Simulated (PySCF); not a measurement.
PySCF job for C3H9BN2, SMILES C(CB(N)N)=C, TPSSh-D3(BJ)/def2-SVP. 

```python
import numpy as np
from pyscf import gto, scf, dft
from pyscf.geomopt import geometric_solver

mol = gto.M(
    atom='''
    C     2.34684424   -0.91789444    0.32237814
    C     1.55720864    0.12447075    0.13391890
    C     0.45190883    0.19535252   -0.86633003
    B    -0.96991759    0.20884978   -0.11634127
    N    -1.68783978   -0.98528401    0.03674450
    N    -1.48009741    1.41079644    0.39633797
    H     2.25793035   -1.81127640   -0.27473856
    H     3.11726527   -0.92614151    1.07548533
    H     1.67457567    1.00406081    0.75549337
    H     0.52856586   -0.65217494   -1.54825915
    H     0.57073276    1.10813253   -1.45425023
    H    -2.56467051   -1.05068022    0.52273591
    H    -1.34785085   -1.87199937   -0.28582570
    H    -2.34644904    1.47715016    0.90043284
    H    -1.00072133    2.28851986    0.31925319
    ''',
    basis='def2-SVP',
    charge=0,
    spin=0,
    max_memory=1600,
    verbose=3,
)
mf = dft.RKS(mol, xc='tpssh').density_fit(auxbasis='def2-universal-jkfit')
mf.disp = 'd3bj'
mf.grids.level = 4
mf.conv_tol = 1e-9
mf.max_cycle = 100
mf.kernel()
grad = mf.nuc_grad_method()
grad.grid_response = mol.nao <= 150
conv, mol_eq = geometric_solver.kernel(grad, convergence_set='GAU_TIGHT', maxsteps=100)
print(mol_eq.tostring(format='xyz'))
mf.reset(mol_eq)
mf.kernel()
```

Output:

```
converged SCF energy = -254.004841913314
[banner and settings of the optimiser left out]
Geometry optimization cycle 1
Cartesian coordinates (Angstrom)
 Atom        New coordinates             dX        dY        dZ
   C   2.346844  -0.917894   0.322378    0.000000  0.000000  0.000000
   C   1.557209   0.124471   0.133919    0.000000  0.000000  0.000000
   C   0.451909   0.195353  -0.866330   -0.000000  0.000000  0.000000
   B  -0.969918   0.208850  -0.116341    0.000000  0.000000  0.000000
   N  -1.687840  -0.985284   0.036744    0.000000  0.000000  0.000000
   N  -1.480097   1.410796   0.396338    0.000000  0.000000  0.000000
   H   2.257930  -1.811276  -0.274739   -0.000000  0.000000  0.000000
   H   3.117265  -0.926142   1.075485    0.000000  0.000000  0.000000
   H   1.674576   1.004061   0.755493    0.000000  0.000000  0.000000
   H   0.528566  -0.652175  -1.548259    0.000000  0.000000  0.000000
   H   0.570733   1.108133  -1.454250   -0.000000  0.000000  0.000000
   H  -2.564671  -1.050680   0.522736    0.000000  0.000000  0.000000
   H  -1.347851  -1.871999  -0.285826    0.000000  0.000000  0.000000
   H  -2.346449   1.477150   0.900433    0.000000  0.000000  0.000000
   H  -1.000721   2.288520   0.319253    0.000000  0.000000  0.000000

WARN: Mole.unit (angstrom) is changed to Bohr

converged SCF energy = -254.004841913478
--------------- DFRKS_Scanner gradients ---------------
         x                y                z
0 C    -0.0086548660     0.0076470407    -0.0040046040
1 C     0.0101167488    -0.0077346810     0.0063603777
2 C     0.0054595463     0.0000849298    -0.0077797786
3 B    -0.0100347702     0.0000325953     0.0082937824
4 N     0.0023796255     0.0063751137     0.0007226664
5 N     0.0007249125    -0.0069897089    -0.0018951783
6 H     0.0015120678     0.0098086552     0.0073854709
7 H    -0.0079803552    -0.0005679376    -0.0087539458
8 H    -0.0023574985    -0.0074206168    -0.0069698000
9 H     0.0007664807     0.0058389404     0.0059173999
10 H     0.0009593822    -0.0070896327     0.0057371318
11 H     0.0070091422     0.0011066136    -0.0042134298
12 H    -0.0030499028     0.0071574425     0.0027547609
13 H     0.0068573659    -0.0010881097    -0.0046502845
14 H    -0.0037078794    -0.0071606445     0.0010954307
----------------------------------------------
cycle 1: E = -254.004841913  dE = -254.005  norm(grad) = 0.0392509
Step    0 : Gradient = 1.013e-02/1.423e-02 (rms/max) Energy = -254.0048419135
Hessian Eigenvalues: 2.30000e-02 2.30000e-02 2.30000e-02 ... 4.71529e-01 4.71721e-01 6.16336e-01

Geometry optimization cycle 2
Cartesian coordinates (Angstrom)
 Atom        New coordinates             dX        dY        dZ
   C   2.383203  -0.931524   0.346594    0.036359 -0.013630  0.024215
   C   1.552326   0.095358   0.115103   -0.004882 -0.029113 -0.018815
   C   0.425127   0.193573  -0.881219   -0.026781 -0.001780 -0.014889
   B  -0.989416   0.223466  -0.121987   -0.019498  0.014617 -0.005646
   N  -1.696910  -0.999824   0.018914   -0.009071 -0.014540 -0.017830
   N  -1.482050   1.445461   0.413090   -0.001953  0.034665  0.016752
   H   2.326659  -1.851191  -0.247391    0.068728 -0.039915  0.027347
   H   3.146685  -0.898588   1.130315    0.029420  0.027554  0.054829
   H   1.669281   0.985645   0.748249   -0.005295 -0.018416 -0.007244
   H   0.471869  -0.655264  -1.583951   -0.056697 -0.003089 -0.035692
   H   0.536464   1.119753  -1.475118   -0.034269  0.011621 -0.020867
   H  -2.572868  -1.104243   0.518754   -0.008197 -0.053563 -0.003982
   H  -1.335884  -1.878972  -0.329382    0.011967 -0.006973 -0.043556
   H  -2.339531   1.534751   0.946739    0.006918  0.057601  0.046306
   H  -0.987470   2.323481   0.318324    0.013252  0.034961 -0.000929
converged SCF energy = -254.006790349166
--------------- DFRKS_Scanner gradients ---------------
         x                y                z
0 C     0.0035176252     0.0017968625     0.0044518208
1 C    -0.0006786640    -0.0055608329    -0.0027424976
2 C    -0.0035588467     0.0027323494    -0.0019622202
3 B    -0.0005429686     0.0023291516     0.0002205924
4 N     0.0023246891    -0.0007750196    -0.0007666629
5 N     0.0000822452     0.0003086937     0.0001259611
6 H    -0.0003093863     0.0002121029    -0.0003593222
7 H     0.0011311134    -0.0010506998     0.0006589269
8 H    -0.0000649051    -0.0002398196    -0.0008579422
9 H     0.0005826288    -0.0000362504     0.0006605394
10 H    -0.0009317580     0.0001757801     0.0000183066
11 H    -0.0001855154    -0.0003523747    -0.0001184652
12 H    -0.0007212278    -0.0005897392     0.0000104380
13 H    -0.0002479716     0.0006616361     0.0001565670
14 H    -0.0003970581     0.0003881599     0.0005039581
----------------------------------------------
cycle 2: E = -254.006790349  dE = -0.00194844  norm(grad) = 0.0108846
[...]
   H   2.893529  -1.775855   0.654292    0.000138  0.000059 -0.000128
   H   1.813962   0.322377   1.248159   -0.000382 -0.000341  0.000184
   H   0.603478   0.198532  -1.598424   -0.000006 -0.000015 -0.000032
   H   0.798544   1.653915  -0.603401    0.000029 -0.000058  0.000029
   H  -2.167451  -1.090580   0.999381   -0.000034  0.000076  0.000060
   H  -0.537444  -1.540825   0.811134   -0.000043  0.000019  0.000068
   H  -2.876051   1.320095   0.028792   -0.000041  0.000007  0.000172
   H  -1.679147   2.252903  -0.717840   -0.000166 -0.000036 -0.000038
converged SCF energy = -254.009460640858
--------------- DFRKS_Scanner gradients ---------------
         x                y                z
0 C     0.0000013723     0.0000012040     0.0000015606
1 C     0.0000008501    -0.0000057304     0.0000006193
2 C     0.0000019912     0.0000095801    -0.0000061323
3 B    -0.0000098742    -0.0000067462     0.0000037342
4 N    -0.0000015240     0.0000035524     0.0000010675
5 N     0.0000037148     0.0000030157    -0.0000017854
6 H    -0.0000000755     0.0000003984     0.0000011279
7 H    -0.0000010904    -0.0000007979    -0.0000012243
8 H     0.0000015010     0.0000014562     0.0000019573
9 H    -0.0000002876    -0.0000018041    -0.0000002675
10 H     0.0000004352    -0.0000002467     0.0000004927
11 H    -0.0000012672    -0.0000014256     0.0000005855
12 H     0.0000021012    -0.0000008883    -0.0000011337
13 H     0.0000001784    -0.0000017841    -0.0000001318
14 H     0.0000019747     0.0000002165    -0.0000004699
----------------------------------------------
cycle 29: E = -254.009460641  dE = -7.18094e-09  norm(grad) = 2.01722e-05
Step   28 : Displace = 2.504e-04/5.681e-04 (rms/max) Trust = 3.000e-01 (=) Grad = 5.208e-06/1.253e-05 (rms/max) E (change) = -254.0094606409 (-7.181e-09) Quality = 1.220
Hessian Eigenvalues: 1.46624e-03 2.76595e-03 3.73652e-03 ... 5.20038e-01 6.21472e-01 6.84821e-01

Geometry optimization cycle 30
Cartesian coordinates (Angstrom)
 Atom        New coordinates             dX        dY        dZ
   C   2.187775  -1.296437  -0.029908    0.000052  0.000038 -0.000031
   C   1.587743  -0.136680   0.276294   -0.000016  0.000004 -0.000032
   C   0.566913   0.574177  -0.559062   -0.000018 -0.000028 -0.000044
   B  -0.934789   0.370984  -0.017221    0.000010 -0.000002 -0.000010
   N  -1.251058  -0.838397   0.649250    0.000013 -0.000014 -0.000021
   N  -1.901278   1.388833  -0.239901   -0.000028 -0.000018  0.000064
   H   2.002895  -1.801141  -0.984632    0.000120  0.000038 -0.000045
   H   2.893585  -1.775778   0.654289    0.000056  0.000077 -0.000003
   H   1.813876   0.322361   1.248148   -0.000085 -0.000015 -0.000011
   H   0.603458   0.198487  -1.598459   -0.000019 -0.000045 -0.000036
   H   0.798531   1.653886  -0.603474   -0.000013 -0.000029 -0.000073
   H  -2.167437  -1.090557   0.999386    0.000015  0.000023  0.000005
   H  -0.537450  -1.540854   0.811112   -0.000005 -0.000029 -0.000023
   H  -2.876051   1.320083   0.028960    0.000000 -0.000012  0.000168
   H  -1.679227   2.252914  -0.717747   -0.000080  0.000012  0.000093
converged SCF energy = -254.009460641934
--------------- DFRKS_Scanner gradients ---------------
         x                y                z
0 C     0.0000001226     0.0000000499     0.0000000766
1 C     0.0000001095    -0.0000004649     0.0000009613
2 C    -0.0000007813     0.0000019754    -0.0000026970
3 B     0.0000003603     0.0000008355    -0.0000008513
4 N    -0.0000011601    -0.0000000403     0.0000018243
5 N     0.0000002758    -0.0000001965     0.0000000196
6 H    -0.0000001685    -0.0000004467     0.0000000794
7 H    -0.0000000311    -0.0000002739     0.0000003720
8 H    -0.0000000320    -0.0000000741     0.0000002829
9 H     0.0000001680    -0.0000005904     0.0000007845
10 H     0.0000004496    -0.0000004056     0.0000005627
11 H    -0.0000007414    -0.0000000537    -0.0000002339
12 H     0.0000008831    -0.0000002324    -0.0000007352
13 H     0.0000000758     0.0000002735    -0.0000004399
14 H     0.0000004698    -0.0000003558    -0.0000000060
----------------------------------------------
cycle 30: E = -254.009460642  dE = -1.07607e-09  norm(grad) = 4.9111e-06
Step   29 : Displace = 7.066e-05/1.190e-04 (rms/max) Trust = 3.000e-01 (=) Grad = 1.268e-06/3.433e-06 (rms/max) E (change) = -254.0094606419 (-1.076e-09) Quality = 1.150
Hessian Eigenvalues: 1.46481e-03 2.79998e-03 3.73655e-03 ... 5.19990e-01 6.23164e-01 6.80571e-01

Geometry optimization cycle 31
Cartesian coordinates (Angstrom)
 Atom        New coordinates             dX        dY        dZ
   C   2.187803  -1.296407  -0.029950    0.000029  0.000031 -0.000041
   C   1.587748  -0.136666   0.276272    0.000005  0.000013 -0.000022
   C   0.566900   0.574180  -0.559065   -0.000013  0.000003 -0.000003
   B  -0.934792   0.370972  -0.017211   -0.000002 -0.000012  0.000010
   N  -1.251044  -0.838421   0.649244    0.000014 -0.000024 -0.000006
   N  -1.901307   1.388804  -0.239867   -0.000029 -0.000029  0.000034
   H   2.002932  -1.801100  -0.984681    0.000037  0.000041 -0.000048
   H   2.893629  -1.775737   0.654239    0.000044  0.000041 -0.000050
   H   1.813874   0.322362   1.248133   -0.000002  0.000001 -0.000015
   H   0.603436   0.198504  -1.598468   -0.000022  0.000017 -0.000008
   H   0.798504   1.653893  -0.603477   -0.000028  0.000007 -0.000003
   H  -2.167414  -1.090577   0.999404    0.000023 -0.000020  0.000018
   H  -0.537428  -1.540862   0.811131    0.000022 -0.000008  0.000020
   H  -2.876069   1.320037   0.029029   -0.000018 -0.000047  0.000070
   H  -1.679288   2.252901  -0.717701   -0.000061 -0.000013  0.000046
converged SCF energy = -254.009460642326
--------------- DFRKS_Scanner gradients ---------------
         x                y                z
0 C    -0.0000006767     0.0000002699     0.0000000604
1 C    -0.0000008881     0.0000022264     0.0000009321
2 C     0.0000001403    -0.0000016330     0.0000002302
3 B     0.0000027641     0.0000001855    -0.0000004801
4 N    -0.0000003277    -0.0000003351     0.0000006814
5 N    -0.0000012336    -0.0000005747    -0.0000000310
6 H    -0.0000002004    -0.0000007079    -0.0000006463
7 H     0.0000006215    -0.0000004005     0.0000010532
8 H    -0.0000004985    -0.0000009929    -0.0000010060
9 H     0.0000001515     0.0000000772     0.0000004396
10 H     0.0000002437    -0.0000003705     0.0000000810
11 H     0.0000007193     0.0000004235    -0.0000007273
12 H    -0.0000009331     0.0000009857    -0.0000002958
13 H     0.0000000675     0.0000006119    -0.0000002009
14 H     0.0000000503     0.0000002345    -0.0000000905
----------------------------------------------
cycle 31: E = -254.009460642  dE = -3.92077e-10  norm(grad) = 5.40907e-06
Step   30 : Displace = 1.654e-05/2.716e-05 (rms/max) Trust = 3.000e-01 (=) Grad = 1.397e-06/2.812e-06 (rms/max) E (change) = -254.0094606423 (-3.921e-10) Quality = 1.792
Hessian Eigenvalues: 1.46481e-03 2.79998e-03 3.73655e-03 ... 5.19990e-01 6.23164e-01 6.80571e-01
Converged! =D

15
XYZ from PySCF
C           2.18780329       -1.29640658       -0.02994963
C           1.58774797       -0.13666627        0.27627228
C           0.56689996        0.57417969       -0.55906479
B          -0.93479184        0.37097191       -0.01721113
N          -1.25104436       -0.83842125        0.64924401
N          -1.90130687        1.38880429       -0.23986706
H           2.00293185       -1.80110027       -0.98468051
H           2.89362886       -1.77573667        0.65423912
H           1.81387419        0.32236186        1.24813300
H           0.60343646        0.19850367       -1.59846766
H           0.79850372        1.65389297       -0.60347685
H          -2.16741361       -1.09057697        0.99940413
H          -0.53742787       -1.54086236        0.81113146
H          -2.87606861        1.32003680        0.02902936
H          -1.67928803        2.25290116       -0.71770052
converged SCF energy = -254.009460642254
```

The run converged.

Cost: roughly 23 core-minutes.
